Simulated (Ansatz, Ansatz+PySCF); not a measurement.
```yaml
atoms:
  - { symbol: Cu, position_ang: [0.0000, 0.0000, -0.0492] }
  - { symbol: H, position_ang: [0.0000, 0.0000, 1.4269] }
```

RHF-MP2 on singlet CuH was run in several spherical basis sets with Ansatz (development build ahead of 0.2.0). Frozen core: 5 orbitals.

(1) Rank the basis sets by the total energy that they give, lowest first, with the distance from the lowest.
A. def2-SVP
B. def2-TZVP
C. cc-pVDZ

Results:

(1) C (0.00 eV), B (0.90 eV), A (15.75 eV).

Totals follow the description of the cores as much as that of the bonds, so this order isn't one of quality for chemistry.
